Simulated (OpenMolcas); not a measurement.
A calculation on Ru II.

| Property | Result |
| --- | --- |
| Program | OpenMolcas 26.06 |
| Method | MS-CASPT2, IPEA 0.25 Eh, imaginary shift 0.1 Eh (closed shells correlated: 4s 4p) |
| Basis | ANO-RCC-VQZP [8s7p5d3f2g1h] |
| Scalar Hamiltonian | DKH2, point nucleus |
| Active space | 7 electrons in 6 orbitals (4d 5s) |
| State averaging | 2S+1 = 4 even, 50 roots; 2S+1 = 6 even, 6 roots kept (CI in the orbitals of an earlier block); 2S+1 = 2 even, 105 roots kept (CI in the orbitals of an earlier block) |
| Spin-orbit coupling | state interaction with AMFI integrals over the reference wave functions, term energies averaged over their components |

Task: Which level of the active space comes out lowest?

Result: 4d7 4F 9/2, with 98 % of that term; it is also the measured ground level.

Task: How high does 4d7 4F 7/2 lie?

Result: 1657 cm-1 above the lowest level; measured 1523 cm-1 above the ground level, so the calculation is off by +9 %.

Task: How high does 4d7 4F 5/2 lie?

Result: 2720 cm-1 above the lowest level; measured 2494 cm-1 above the ground level, so the calculation is off by +9 %.

Task: How high does 4d6 5s 6D 5/2 lie?

Result: 9070 cm-1 above the lowest level; measured 10852 cm-1 above the ground level, so the calculation is off by -16 %.

Task: The level at 7650 cm-1 has J = 3/2. What is it made of, and what is its g factor?

Result: 83 % 4d7 4P 3/2, 10 % 4d7 2P, 5 % 4d6 5s 4P; g = 1.696, against 1.735 from Landé's formula for the pure leading term.

Measured values: NIST Handbook of Basic Atomic Spectroscopic Data.

CASPT2 breaks the degeneracy within a term, and the mean is taken; among the terms shown or strongly mixed into the levels shown the widest spread is 1300 cm-1 (4d7 4F). Over all roots computed the reference weight is 0.85 to 0.91; the roots of lowest weight are the least certain, and an intruder state may touch them. Blocks of more than 70 roots (2S+1 = 2 even) ran without multistate coupling. Terms from blocks run as CI alone lack orbitals of their own. Configurations are named by rounded mean occupations; where the s occupation lies near a half they are strongly mixed, a name can repeat and a true partner stay unpaired. A single d shell beside an s shell can misplace configurations of different d count against each other. Computed and measured levels are paired by configuration, term and J; levels that our copy of the source lacks, or whose pairing is in doubt (as where it misses far off the trend of its configuration), stay unpaired and out of the deviations. Only configurations of the active space appear.
